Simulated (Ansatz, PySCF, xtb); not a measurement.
Reaction (SMILES): C=C=[OH+] → C#C[OH2+]
Structures are relaxed separately at B3LYP-D3(BJ)/def2-TZVP in Ansatz (a program for electronic structure).

Wanted: isomerisation energy (enthalpy at 298 K, with B3LYP-D3(BJ) rigid-rotor harmonic-oscillator terms from PySCF), in kcal/mol. Cores are frozen in the correlated levels unless marked. Spin-orbit coupling is left out. Non-relativistic. CBS(X,Y): correlation extrapolated as X^-3; Hartree-Fock from the larger set. [CCSD(T)-MP2]/basis is that difference in the basis named.

```tsv
level	program	isomerisation energy (kcal/mol)
GFN2-xTB	xtb	28.6
HF/6-31G*	Ansatz	48.6
HF/cc-pVDZ	Ansatz	47.4
HF/cc-pwCVTZ	Ansatz	45.8
HF/def2-TZVPD	PySCF	46.3
BP86-D3(BJ)/def2-TZVPD	PySCF + dftd3	47.8
TPSS/def2-TZVPD	PySCF	48.5
```

Q: Predict the RI-MP2/CBS(cc-pVTZ,cc-pVQZ)+[CCSD(T)-MP2]/cc-pVTZ result (Ansatz).

A: 40.3 kcal/mol, so TPSS/def2-TZVPD differs from it by 8.2 kcal/mol.
